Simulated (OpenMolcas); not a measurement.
An atom or ion with 7 electrons was computed by SS-CASPT2, IPEA 0.25 Eh, imaginary shift 0.1 Eh with spin-orbit coupling (OpenMolcas, ANO-RCC-VQZP, DKH2). The lowest levels that the run gave, each within 12 % of the measured value where one is at hand:

```csv
J,Parity,E (cm⁻¹),g
3/2,odd,0.0,2.002
3/2,odd,27170,0.800
5/2,odd,27180,1.200
3/2,odd,40560,1.334
1/2,odd,40560,0.666
5/2,even,120220,1.601
3/2,even,120370,1.735
1/2,even,120460,2.671
3/2,even,167900,0.800
5/2,even,167910,1.200
1/2,even,199190,2.002
3/2,even,218890,1.334
```

Problem. Which ion is it, and what are the configurations and terms?

Solution. O+ (Z = 8, charge +1; active space 5 electrons in 4 orbitals (2s 2p)). J, parity and g give the terms where levels are pure, and mixed ones are named by the computed weights; the size of the splittings, set against known spectra of the 7-electron sequence, gives the charge. In order, with the measured energies in cm⁻¹ (NIST Handbook of Basic Atomic Spectroscopic Data): 2s² 2p³ ⁴S°_3/2, 2s² 2p³ ²D°_3/2 (26831), 2s² 2p³ ²D°_5/2 (26811), 2s² 2p³ ²P°_3/2 (40468), 2s² 2p³ ²P°_1/2 (40470), 2s 2p⁴ ⁴P_5/2 (119837), 2s 2p⁴ ⁴P_3/2 (120000), 2s 2p⁴ ⁴P_1/2 (120083), 2s 2p⁴ ²D_3/2 (165996), 2s 2p⁴ ²D_5/2 (165988), 2s 2p⁴ ²S_1/2 (195710), 2s 2p⁴ ²P_3/2 (212594).

CASPT2 does not keep the components of a term degenerate, so their means are used; among the terms shown or strongly mixed into the levels shown the widest spread is 340 cm-1 (2s 2p⁴ ²D). Computed and measured levels are paired by configuration, term and J; levels that our copy of the source lacks, or whose pairing is in doubt (as where it misses far off the trend of its configuration), stay unpaired and out of the deviations. Levels of configurations outside the active space are missing.

° marks odd parity.
